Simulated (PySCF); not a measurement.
## Calculated data, Ge₂H₉NSi

All values are calculated (PySCF 2.14.0). Calculation on a computer-drawn molecule: optimised geometry and harmonic frequencies of an isolated molecule of the commonest isotopes, restricted reference for singlets and unrestricted otherwise, frozen core in MP2; on germanium a core potential holds 10 electrons, which the energies leave out, and 3d is frozen in MP2 and coupled-cluster steps.

### Ge₂H₉NSi

Start structure:
```xyz
13
Ge2H9NSi
Si     1.4264    -1.5143    -0.0574
N     -0.0460    -0.5736    -0.3681
Ge    -1.5402    -1.4181    -1.0883
Ge    -0.1512     1.0586     0.4734
H      1.4850    -2.4150    -1.2551
H      2.4966    -0.5680    -0.0611
H      1.2934    -2.2410     1.1475
H     -1.1240    -2.2370    -2.1721
H     -2.5250    -0.2889    -1.5047
H     -2.1565    -2.2230    -0.0501
H     -1.3887     1.7834    -0.1629
H      1.0704     1.7494     0.3807
H     -0.5460     0.8026     1.9701
```

```
charge                                        : 0
multiplicity                                  : 1
method                                        : HF
basis                                         : cc-pV(D+d)Z
basis and core potential on germanium         : cc-pVDZ-PP ECP10MDF
rotational constants                          : 2.391, 1.209, 0.8271 GHz
total energy                                  : -935.3986 hartree
convergence status largest gradient component : 3.517e-06 hartree/bohr
```

Drawn bonds:
```
atom  other atom  order
   1           2      1
   2           3      1
   2           4      1
   1           5      1
   1           6      1
   1           7      1
   3           8      1
   3           9      1
   3          10      1
   4          11      1
   4          12      1
   4          13      1
```

Optimised structure:
```xyz
13
Ge2H9NSi
Si     1.4612    -1.3560    -0.4939
N     -0.0924    -0.6402    -0.2184
Ge    -1.6442    -1.5539    -0.6760
Ge    -0.2306     1.0514     0.5384
H      1.6943    -1.6510    -1.9291
H      2.5010    -0.4032    -0.0338
H      1.6289    -2.6305     0.2468
H     -1.2209    -2.9005    -1.2691
H     -2.4408    -0.7497    -1.7079
H     -2.5089    -1.7741     0.5690
H      0.4701     2.0865    -0.3461
H      0.4011     1.0611     1.9333
H     -1.7246     1.3751     0.6388
```

Modes:
```
frequency (cm⁻¹)  reduced mass (dalton)
           62.29                  1.041
           71.42                  1.045
            93.2                  1.139
           144.5                  7.709
           161.2                  5.024
           167.4                  2.411
           367.2                  9.347
           627.1                  1.226
           661.5                  1.254
           667.2                  1.053
           680.5                  1.379
           694.9                  1.126
           776.9                  1.251
           904.3                  1.349
           942.6                  1.346
           950.5                  1.021
           953.8                  1.022
           966.5                  1.027
             970                  1.052
           994.1                  1.688
            1023                  1.052
            1036                  2.362
            1052                  1.089
            1082                  1.083
            2215                  1.024
            2219                  1.023
            2219                  1.024
            2228                  1.024
            2240                  1.011
            2248                  1.011
            2281                   1.05
            2290                   1.05
            2306                  1.019
```
